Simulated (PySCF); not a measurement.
Isomers of CH3B3. All species are isolated molecules in the gas phase. One relaxed conformer stands for each flexible species; it need not be the lowest. Strings in code marks are SMILES.

Quantity: vertical ionisation energy (energy after one electron is removed minus that of the parent at the parent's geometry), in eV.

A: `BC1=BB1`
B: `B=C=BB`
C: `B1B2CB12`

### Question
Put the candidates in order of vertical ionisation energy (energy after one electron is removed minus that of the parent at the parent's geometry), lowest first, for ωB97X-D3(BJ)/def2-TZVP // PBE0-D3(BJ)/def2-TZVP (PySCF).

### Answer
C (8.93 eV), B (9.44 eV), A (10.31 eV)
